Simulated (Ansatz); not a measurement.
Harmonic frequencies (cm⁻¹) at PBE0-D4/def2-TZVP from Ansatz: 20, 73, 74, 99, 124, 199, 299, 316, 336, 436, 493, 502, 539, 552, 595, 648, 682, 753, 816, 827, 1068, 1578, 1880, 1898, 2009, 3576, 3673.

Each molecule was computed in one conformer, which needn't be the lowest.

Q: Which molecule is it?
A. `NB(O)[SeH]`
B. `N/C=N/C(=S)S`
C. `[F][Zn][BH][SiH3]`
D. `[NH2][AlH][AlH][O][AlH][F]`

A: D.
